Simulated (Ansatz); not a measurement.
Computed with Ansatz on PBE0-D4/def2-TZVP structures; ΔE is electronic, products minus reactants. CBS: MP2 limit from def2 TZ/QZ plus the TZ coupled-cluster correction, frozen cores. This one scheme is used for every species. Functionals use def2-TZVPP. One conformer a species, not always the lowest.

Consider the ligand exchange at the Si–C bond: `C[SiH](S)C#N` + CH₃SH → `CS[SiH](C)S` + `C#N`.

`C[SiH](S)C#N`:

```xyz
10

C     0.188   -1.322   -0.697
Si   -0.328    0.338   -0.055
S    -1.268    0.070    1.832
C     1.185    1.393    0.151
N     2.124    2.050    0.277
H    -0.687   -1.954   -0.860
H     0.719   -1.211   -1.645
H     0.851   -1.820    0.013
H    -1.193    1.090   -0.992
H    -1.591    1.367    1.976
```

CH₃SH:

```xyz
6

C     0.137   -0.470   -0.040
S    -0.181    1.202   -0.644
H     0.915   -0.479    0.722
H     0.487   -1.042   -0.900
H    -0.771   -0.937    0.341
H    -0.587    1.725    0.523
```

`CS[SiH](C)S`:

Z-matrix (Å, degrees):
```
C
S 1 1.815
H 1 1.090 2 111.2
H 1 1.089 2 106.9 3 -118.8
H 1 1.090 2 110.6 3 122.6
Si 2 2.125 1 100.6 3 -72.8
S 6 2.145 2 112.0 1 -58.5
C 6 1.863 2 113.8 1 60.2
H 6 1.485 2 103.3 1 -178.2
H 7 1.343 6 94.5 2 -55.2
H 8 1.092 6 109.9 2 57.9
H 8 1.093 6 110.5 2 177.9
H 8 1.092 6 111.1 2 -62.1
```

`C#N`:

Cartesian coordinates in Å:
```
C -0.015 -0.007 0.020
N 0.629 0.282 -0.883
H -0.614 -0.275 0.863
```

```csv
species,PBE0 energy (Eh)
`C[SiH](S)C#N`,-821.34478
CH₃SH,-438.53753
`CS[SiH](C)S`,-1166.54481
`C#N`,-93.34574
```

(1) Work out ΔE.

Largest T1 diagnostic among the species: 0.014.

Answers

(1) ΔE = (-1166.54481) + (-93.34574) − (-821.34478) − (-438.53753) = -0.00824 Eh = -5.2 kcal/mol. CCSD(T)/CBS gives -6.3 kcal/mol.

The D4 term adds −2.7 kcal/mol with B3LYP and −1.5 kcal/mol with PBE0; it sums over pairs of atoms, weighted by their polarisabilities, and B3LYP, whose exchange is more repulsive, gets the larger term. In def2-TZVPP, CCSD(T) changes the Hartree–Fock value by −3.4 kcal/mol (the triples alone add −0.7 kcal/mol) and MP2 by −4.4 kcal/mol.

B3LYP here is the variant with VWN-RPA as its local correlation; programs differ in this.
